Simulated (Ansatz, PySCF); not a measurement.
C₅H₃Cl, SMILES C(=CCl)=CC#C.

Geometry: PBE0-D3(BJ)/def2-SVP. The structure was generated by enumeration, and PubChem lists no compound with its InChIKey, so it may never have been made.

Vertical ionisation energy (IE) and electron affinity (EA) in eV. Rows of orbital energies are one-electron estimates. Where ΔSCF, EOM or ADC give a negative EA the extra electron is unbound and the value depends on the basis.

```json
[
 {"level": "−ε(HOMO), −ε(LUMO), ωB97X/def2-TZVP (PySCF)", "IE": "9.67", "EA": "-0.51"},
 {"level": "−ε(HOMO), −ε(LUMO), PBE/def2-TZVP (PySCF)", "IE": "6.39", "EA": "2.50"},
 {"level": "ΔSCF, CAM-B3LYP/def2-SVPD (Ansatz), final states of multiplicity 2 and 2", "IE": "(withheld)", "EA": "(withheld)"},
 {"level": "ΔSCF, PBE/def2-SVPD (Ansatz), final states of multiplicity 2 and 2", "IE": "9.19", "EA": "0.01"}
]
```

Q: What belongs in the gaps? (An estimate is asked for; the answer gives what the named calculation found.)

A: 
- ΔSCF, CAM-B3LYP/def2-SVPD (Ansatz, an electronic-structure program), final states of multiplicity 2 and 2, IE: 9.49
- ΔSCF, CAM-B3LYP/def2-SVPD (Ansatz), final states of multiplicity 2 and 2, EA: -0.10

Q: What vertical singlet–triplet gap does ΔSCF give with CAM-B3LYP/def2-SVPD (Ansatz) and with PBE/def2-SVPD (Ansatz)? (An estimate is asked for; the answer gives what the named calculation found.)

A: 3.48 and 3.34 eV (triplet above singlet where positive).
